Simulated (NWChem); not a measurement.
System: CdNH3S; SMILES [NH2][Cd][SH]

The following NWChem deck was run.

```
start job
memory heap 200 mb stack 900 mb global 1100 mb
geometry units angstroms noautoz
  Cd     0.477525    -0.110967    -0.076134
  N      0.891654    -2.070347     0.042149
  H      0.239724    -2.668859    -0.462322
  H      0.945771    -2.431844     0.992961
  S      0.189689     2.198491    -0.312303
  H     -1.026102     2.189485     0.278826
end
basis spherical
  * library def2-svp
end
ecp
  Cd library def2-ecp
end
dft
  xc slater pw91lda
  iterations 150
  mulliken
end
task dft energy
```

Excerpt of the output:

```
             Northwest Computational Chemistry Package (NWChem) 7.3.0
             --------------------------------------------------------

 CS  symmetry detected

                             Geometry "geometry" -> ""
                             -------------------------

 Output coordinates in angstroms (scale by  1.889725989 to convert to a.u.)

  No.       Tag          Charge          X              Y              Z
 ---- ---------------- ---------- -------------- -------------- --------------
    1 Cd                  48.0000    -0.00326325    -0.28320571     0.00000000
    2 N                    7.0000     0.11898118    -2.28563423     0.00000000
    3 H                    1.0000    -0.29383120    -2.73188568    -0.81739312
    4 H                    1.0000    -0.29383120    -2.73188568     0.81739312
    5 S                   16.0000     0.07397056     2.05479697     0.00000000
    6 H                    1.0000    -1.27209871     2.18033365     0.00000000

 Effective nuclear repulsion energy (a.u.)     323.0738898939

      Symmetry information
      --------------------

 Group name             Cs
 Group number              2
 Group order               2
 No. of unique centers     5

                                 NWChem DFT Module
                                 -----------------

 Summary of "ao basis" -> "ao basis" (spherical)
 ------------------------------------------------------------------------------
       Tag                 Description            Shells   Functions and Types
 ---------------- ------------------------------  ------  ---------------------
 Cd                         def2-svp                11       31   5s3p2d1f
 N                          def2-svp                 6       14   3s2p1d
 H                          def2-svp                 3        5   2s1p
 S                          def2-svp                 8       18   4s3p1d

      Symmetry analysis of basis
      --------------------------

        a'         53
        a"         25

            General Information
            -------------------
          SCF calculation type: DFT
          Wavefunction type:  closed shell.
          No. of atoms     :     6
          No. of electrons :    46
           Alpha electrons :    23
            Beta electrons :    23
          Charge           :     0
          Spin multiplicity:     1
          Use of symmetry is: on ; symmetry adaption is: on
          Maximum number of iterations: 150
          AO basis - number of functions:    78
                     number of shells:    34
          Convergence on energy requested:  1.00D-06
          Convergence on density requested:  1.00D-05
          Convergence on gradient requested:  5.00D-04

              XC Information
              --------------
                        Slater Exchange Functional  1.000 local
            Perdew 1991 LDA Correlation Functional  1.000 local

             Grid Information
             ----------------
          Grid used for XC integration:  medium
          Radial quadrature: Mura-Knowles
          Angular quadrature: Lebedev.
          Tag              B.-S. Rad. Rad. Pts. Rad. Cut. Ang. Pts.
          ---              ---------- --------- --------- ---------
          Cd                  1.55      123           9.0       590
          N                   0.65       49          12.0       434
          H                   0.35       45          12.0       434
          S                   1.00       88          12.0       590
          Grid pruning is: on
          Number of quadrature shells:   350
          Spatial weights used:  Erf1

      Superposition of Atomic Density Guess
      -------------------------------------

 Sum of atomic energies:        -645.06302309

      Non-variational initial energy
      ------------------------------

 Total energy =    -620.623239
 1-e energy   =   -1227.160007
 2-e energy   =     453.261200
 HOMO         =      -0.311855
 LUMO         =      -0.039750

      Symmetry analysis of molecular orbitals - initial
      -------------------------------------------------

  Numbering of irreducible representations:

     1 a'          2 a"

  Orbital symmetries:

     1 a'          2 a'          3 a'          4 a'          5 a'
     6 a"          7 a'          8 a'          9 a'         10 a"
    11 a'         12 a'         13 a'         14 a"         15 a'
    16 a'         17 a"         18 a"         19 a'         20 a'
    21 a'         22 a'         23 a"         24 a'         25 a'
    26 a"         27 a'         28 a'         29 a"         30 a'
    31 a'         32 a'         33 a"

     ---------------------------------------------
      Total Density - Mulliken Population Analysis
     ---------------------------------------------

    Atom       Charge   Shell Charges
 -----------   ------   -------------------------------------------------------
    1 Cd  20    19.09  -0.37  1.63  0.74  0.59  0.28  5.95  0.18  0.11  9.10  0.89  0.00
    2 N    7     7.97   1.99  1.05  0.51  2.56  1.84  0.01
    3 H    1     0.78   0.61  0.13  0.05
    4 H    1     0.78   0.61  0.13  0.05
    5 S   16    16.59   2.00  1.99  1.21  0.64  5.94  1.82  2.97  0.02
    6 H    1     0.80   0.58  0.19  0.03

   convergence    iter        energy       DeltaE   RMS-Dens  Diis-err
 ---------------- ----- ----------------- --------- --------- ---------
 d= 0,ls=0.0,diis     1   -620.1111161957 -7.73D+02  2.81D-02  7.43D-01
 d= 0,ls=0.0,diis     2   -619.6411761223  4.70D-01  2.12D-02  3.79D+00
 d= 0,ls=0.0,diis     3   -620.1581409137 -5.17D-01  8.34D-03  2.90D-01
 d= 0,ls=0.0,diis     4   -620.1878681888 -2.97D-02  4.37D-03  6.83D-02
 d= 0,ls=0.0,diis     5   -620.1991788899 -1.13D-02  1.05D-03  6.78D-03
  Resetting Diis
 d= 0,ls=0.0,diis     6   -620.2000077056 -8.29D-04  2.83D-04  6.28D-04
 d= 0,ls=0.0,diis     7   -620.2000676226 -5.99D-05  2.25D-04  4.21D-05
 d= 0,ls=0.0,diis     8   -620.2000478278  1.98D-05  1.45D-04  1.99D-04
 d= 0,ls=0.0,diis     9   -620.2000725401 -2.47D-05  3.74D-05  1.06D-05
 d= 0,ls=0.0,diis    10   -620.2000736997 -1.16D-06  1.01D-05  7.08D-07
 d= 0,ls=0.0,diis    11   -620.2000738013 -1.02D-07  2.06D-06  2.14D-08

         Total DFT energy =     -620.200073801282
      One electron energy =    -1228.219891397513
           Coulomb energy =      501.663473515054
    Exchange-Corr. energy =      -46.919223329179
 Nuclear repulsion energy =      153.275567410356

 Numeric. integr. density =       45.999998756488

                  Occupations of the irreducible representations
                  ----------------------------------------------

                     irrep           alpha         beta
                     --------     --------     --------
                     a'               17.0         17.0
                     a"                6.0          6.0

                       DFT Final Molecular Orbital Analysis
                       ------------------------------------

 Vector   21  Occ=2.000000D+00  E=-2.722908D-01  Symmetry=a'
              MO Center=  2.9D-02,  1.2D+00, -3.8D-16, r^2= 4.0D+00
   Bfn.  Coefficient  Atom+Function         Bfn.  Coefficient  Atom+Function
  ----- ------------  ---------------      ----- ------------  ---------------
    67      0.442986  5 S  py                64      0.349083  5 S  py
     4     -0.287441  1 Cd s                 61      0.202079  5 S  py
    34      0.186341  2 N  s                 36     -0.186922  2 N  py
    59      0.163564  5 S  s                  7      0.158905  1 Cd py
     2      0.153260  1 Cd s                 58      0.151484  5 S  s

 Vector   22  Occ=2.000000D+00  E=-2.150768D-01  Symmetry=a"
              MO Center=  4.4D-02,  1.9D+00, -6.1D-16, r^2= 1.8D+00
   Bfn.  Coefficient  Atom+Function         Bfn.  Coefficient  Atom+Function
  ----- ------------  ---------------      ----- ------------  ---------------
    68      0.624375  5 S  pz                65      0.438606  5 S  pz
    62      0.252931  5 S  pz                16     -0.136000  1 Cd d -1
    14      0.132236  1 Cd pz                11      0.079674  1 Cd pz
     8     -0.070306  1 Cd pz                47      0.045529  3 H  s
    52     -0.045529  4 H  s

 Vector   23  Occ=2.000000D+00  E=-2.058813D-01  Symmetry=a'
              MO Center=  1.5D-01, -2.0D+00,  3.7D-15, r^2= 2.1D+00
   Bfn.  Coefficient  Atom+Function         Bfn.  Coefficient  Atom+Function
  ----- ------------  ---------------      ----- ------------  ---------------
    35      0.500657  2 N  px                38     -0.415169  2 N  px
    36     -0.179408  2 N  py                39      0.173202  2 N  py
    12     -0.149636  1 Cd px                34     -0.147858  2 N  s
    15     -0.143751  1 Cd d -2              33     -0.137447  2 N  s
    67      0.127819  5 S  py                 4      0.092557  1 Cd s

 Vector   24  Occ=0.000000D+00  E=-6.686615D-02  Symmetry=a'
              MO Center= -3.1D-01, -2.3D-01,  1.5D-14, r^2= 5.3D+00
   Bfn.  Coefficient  Atom+Function         Bfn.  Coefficient  Atom+Function
  ----- ------------  ---------------      ----- ------------  ---------------
     5      0.750357  1 Cd s                 34     -0.471821  2 N  s
    67      0.453766  5 S  py                 4      0.387747  1 Cd s
    59     -0.264257  5 S  s                 19     -0.261348  1 Cd d  2
    36      0.237724  2 N  py                 2     -0.236428  1 Cd s
    64      0.233366  5 S  py                39     -0.231032  2 N  py

 Vector   25  Occ=0.000000D+00  E=-3.350065D-02  Symmetry=a"
              MO Center= -5.9D-04, -1.5D-01, -2.6D-14, r^2= 5.5D+00
   Bfn.  Coefficient  Atom+Function         Bfn.  Coefficient  Atom+Function
  ----- ------------  ---------------      ----- ------------  ---------------
    14      0.844036  1 Cd pz                11      0.346694  1 Cd pz
    68     -0.303653  5 S  pz                 8     -0.259256  1 Cd pz
    65     -0.158270  5 S  pz                47      0.092159  3 H  s
    52     -0.092159  4 H  s                 62     -0.088766  5 S  pz
    37      0.084240  2 N  pz                46      0.078304  3 H  s

 Vector   26  Occ=0.000000D+00  E=-3.167506D-02  Symmetry=a'
              MO Center=  3.2D-01, -2.3D-01, -1.5D-14, r^2= 5.4D+00
   Bfn.  Coefficient  Atom+Function         Bfn.  Coefficient  Atom+Function
  ----- ------------  ---------------      ----- ------------  ---------------
    12      0.818178  1 Cd px                 9      0.331311  1 Cd px
    59     -0.311139  5 S  s                 75      0.307365  6 H  s
     6     -0.247464  1 Cd px                34     -0.214214  2 N  s
    35      0.181439  2 N  px                38     -0.163678  2 N  px
    74      0.148630  6 H  s                 13      0.123140  1 Cd py

     ---------------------------------------------
      Total Density - Mulliken Population Analysis
     ---------------------------------------------

    Atom       Charge   Shell Charges
 -----------   ------   -------------------------------------------------------
    1 Cd  20    19.72  -0.39  1.71  0.68  0.91  0.18  5.98  0.36  0.29  8.91  1.09  0.00
    2 N    7     7.43   1.98  0.99  0.52  2.38  1.55  0.01
    3 H    1     0.86   0.68  0.13  0.04
    4 H    1     0.86   0.68  0.13  0.04
    5 S   16    16.23   2.00  1.98  1.28  0.59  5.92  1.81  2.62  0.04
    6 H    1     0.90   0.68  0.19  0.03

     -------------------------------------------
      Total Density - Lowdin Population Analysis
     -------------------------------------------

    Atom       Charge   Shell Charges
 -----------   ------   -------------------------------------------------------
    1 Cd  20    19.89   0.01  1.03  0.93  0.67  0.34  5.65  0.75  0.45  8.55  1.51  0.00
    2 N    7     7.25   1.97  0.74  0.49  2.19  1.85  0.02
    3 H    1     0.93   0.58  0.22  0.13
    4 H    1     0.93   0.58  0.22  0.13
    5 S   16    16.01   2.00  1.95  1.00  0.67  5.80  1.89  2.66  0.04
    6 H    1     0.99   0.60  0.31  0.08

     Multipole analysis of the density
     ---------------------------------

     L   x y z        total         alpha         beta         nuclear
     -   - - -        -----         -----         ----         -------
     0   0 0 0      0.000000    -23.000000    -23.000000     46.000000

     1   1 0 0     -0.763733     -0.468200     -0.468200      0.172666
     1   0 1 0     -0.577999     -7.781536     -7.781536     14.985073
     1   0 0 1     -0.000000     -0.000000     -0.000000      0.000000

     2   2 0 0    -29.696496    -18.379608    -18.379608      7.062721
     2   1 1 0      0.737900      1.478498      1.478498     -2.219096
     2   1 0 1     -0.000000     -0.000000     -0.000000      0.000000
     2   0 2 0    -32.322773   -240.081902   -240.081902    447.841030
     2   0 1 1     -0.000000     -0.000000     -0.000000      0.000000
     2   0 0 2    -29.921236    -17.346558    -17.346558      4.771881
```

Level: LDA (Slater exchange, PW92)/def2-SVP with def2 effective core potentials on Cd. Geometry: optimised at PBE0/def2-SVP. def2 effective core potentials on Cd; no spin-orbit coupling.
